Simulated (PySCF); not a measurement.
## Radial density of Si+ (silicon, charge +1)

BP86, [Ne] 3s2 3p1, 2P determinant. Calculation: PySCF 2.14, in def2-SVP; the non-relativistic Hamiltonian (point nucleus).

```tsv
r (bohr)	4πr²ρ (e/bohr)	4πr²(ρα − ρβ)
0.00193	0.07397	0.0000
0.00324	0.2063	0.0000
0.00545	0.5622	0.0000
0.00917	1.450	0.0000
0.0154	3.416	0.0001
0.0259	7.248	0.0002
0.0436	12.53	0.0011
0.0734	15.90	0.0053
0.123	12.70	0.0211
0.208	9.627	0.0587
0.349	13.80	0.0796
0.587	11.00	0.0165
0.988	2.815	0.0685
1.66	1.622	0.4262
2.80	0.8394	0.3060
4.70	0.07074	0.0515
7.91	0.0001607	0.0001
```
